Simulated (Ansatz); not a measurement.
H7NSSi2, SMILES N[SiH2]S[SiH3]. Atoms are numbered in the order given.

```xyz
11

Si     1.4231    -1.1542     1.1247
S      0.6876    -0.3436    -0.7314
Si    -1.0647     0.7382    -0.0076
N     -1.9214     1.5197    -1.2822
H      0.4161    -2.0493     1.7654
H      1.7660    -0.0727     2.0937
H      2.6457    -1.9338     0.7925
H     -1.9785    -0.2348     0.6509
H     -0.6122     1.7730     0.9617
H     -1.5087     2.3293    -1.7371
H     -2.4384     0.9585    -1.9532
```

Coordinates come from a B3LYP-D3(BJ)/def2-SVP optimisation. One conformer was computed; it need not be the lowest.

Two levels are set side by side: PBE-D3(BJ)/def2-SVP (Ansatz, an electronic-structure program) and B3LYP-D3(BJ)/def2-SVP (Ansatz). Each level has its own optimised geometry; the coordinates shown are those of the second. Differences are taken from unrounded values.

| quantity | B3LYP-D3(BJ) | PBE-D3(BJ) | PBE-D3(BJ) minus B3LYP-D3(BJ) |
|---|---|---|---|
| mean bond length (Å) | 1.554 | 1.565 | 0.011 |
| bond Si1–S2 (Å) | 2.155 | 2.158 | 0.003 |
| bond S2–Si3 (Å) | 2.183 | 2.190 | 0.007 |
| bond Si3–N4 (Å) | 1.723 | 1.734 | 0.011 |
| bond Si1–H5 (Å) | 1.492 | 1.506 | 0.014 |
| bond Si1–H6 (Å) | 1.492 | 1.506 | 0.014 |
| bond Si1–H7 (Å) | 1.488 | 1.501 | 0.013 |
| bond Si3–H8 (Å) | 1.488 | 1.503 | 0.014 |
| bond Si3–H9 (Å) | 1.488 | 1.503 | 0.014 |
| bond N4–H10 (Å) | 1.016 | 1.024 | 0.008 |
| bond N4–H11 (Å) | 1.016 | 1.024 | 0.008 |

GGA bonds tend to be longer and softer than those of functionals with exact exchange. Differences between two approximate levels are no errors against the true value.
